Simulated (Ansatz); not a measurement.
Question: Name a neutral molecule of F, S, Si, Sn and H with HOMO energy (ωB97M-V/def2-TZVPP) between -9.25 and -8.95 eV and size of the dipole moment (PBE/def2-TZVPP) between 1.95 and 2.25 D (Ansatz, PBE0-D4/def2-TZVP geometry).

Answer: `F[SiH]1[S][SnH2]1` (-8.99 eV, 2.11 D). Other molecules can fit too; these were computed, each in one conformer that needn't be the lowest.
